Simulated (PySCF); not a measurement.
Screening by computed properties: pick the candidate that meets the target.

Each SMILES stands for a single optimised conformer of the isolated species, non-relativistic unless stated. Electronic properties by PySCF.

Dipoles, sizes and rotational constants follow the conformer. The torsions of the flexible species, by atom-mapped SMILES:
- `[N:1]#[C:2]/[CH:3]=[CH:4]\[CH:5]=[S:6]`: C3–C4–C5–S6 -179°
- `[CH3:1][GeH2:2][PH2:3]`: H–P3–Ge2–C1 72°, H–P3–Ge2–C1 166°
- `[CH2:1][O:2][CH:3]=[O:4]`: C1–O2–C3–O4 0°

Question: Wanted: smallest rotational constant below 4 GHz (PBE0-D3(BJ)/def2-SVP) and dipole moment above 1.4 D (PBE0-D3(BJ)/def2-SVP), at PBE0-D3(BJ)/def2-SVP geometries. Which candidate meets both?
A. `C(O[CH2])=O` [radical]
B. `[SiH]=S` [radical]
C. `N#C/C=C\C=S`
D. `[CH3][GeH2][PH2]`

Answer: C. Computed values:
| species | smallest rotational constant | dipole moment |
| --- | --- | --- |
| N#C/C=C\C=S | 1.146 GHz | 2.93 D |
| [CH3][GeH2][PH2] | 2.452 GHz | 1.08 D |
| C(O[CH2])=O [radical] | 5.462 GHz | 1.62 D |
| [SiH]=S [radical] | 8.113 GHz | 2.04 D |
